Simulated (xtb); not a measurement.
H7NO2Si2, SMILES N[Si@H](O)O[SiH3]. All values are semi-empirical tight-binding results from xtb (GFN2-xTB unless named), good for trends rather than for accurate numbers. Coordinates come from a GFN2-xTB optimisation. The structure was generated by enumeration; whether it is a known compound was not checked. One conformer was computed; it need not be the lowest.

The geometry has at least one imaginary mode, so it is a saddle point at that level.

The orbital gap is 5.81 eV and the dipole moment comes out as 1.79 D. The static polarisability (D4 model) is 80.3 bohr³ and the solvation energy, GFN2-xTB/ALPB(water) is -5.4 kcal/mol. The solvation energy, GFN2-xTB/ALPB(thf) comes out as -8.6 kcal/mol.
